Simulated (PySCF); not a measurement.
Gas-phase equilibrium of 1 mol AsH3, 2.1 mol H2 at 1800 K and 1.01 bar, among 7 species (As, AsH3, As2, H, H2, As4, AsH2). Only gases are allowed; each row takes one source of thermochemistry for all species, and Cantera finds the minimum.

Computed with PySCF and rigid-rotor harmonic-oscillator thermochemistry at 1 bar. † marks an energy on the PBE0/def2-TZVP geometry and frequencies; other levels use their own. MP2 freezes the core. 6-31G* has spherical d functions here. Open shells (unrestricted) among the columns below: As (multiplicity 4), H (multiplicity 2), AsH2 (multiplicity 2); the rest are closed-shell singlets. As: all electrons, no relativistic terms. AsH2: computed as isolated molecules; such fragments, hydroxides, amides, oligomers or adducts are transient or little studied in the gas. MP2 isn't extrapolated to the basis-set limit. The harmonic model lacks anharmonicity and excited electronic states, which grow with temperature; levels with a mode under 35 cm⁻¹ are left out.

Molecules larger than those listed are left out.

Mole fractions:

```tsv
thermochemistry	x H2	x As	x As2	x As4	x H	x AsH2	x AsH3
HF/6-31G*	0.77	0.22	4.5e-7	<1e-12	0.017	3.4e-5	1.7e-7
HF/def2-TZVP†	0.77	0.22	1.7e-6	<1e-12	0.013	6.0e-5	3.1e-7
MP2/def2-TZVPP†	0.89	0.0015	0.097	0.013	0.00081	4.4e-5	5.4e-6
PBE0/def2-QZVP†	0.90	0.0014	0.080	0.022	0.00072	0.00042	4.4e-5
PBE0/def2-TZVP	0.90	0.0013	0.075	0.025	0.00074	0.00040	4.3e-5
r2SCAN/def2-TZVP†	0.89	0.00083	0.089	0.017	0.00047	0.00030	2.5e-5
```
The most sensitive of these is As4: it spans a factor of 10^10.4 over these rows; at this temperature one factor of ten is RT ln 10 = 34 kJ/mol.
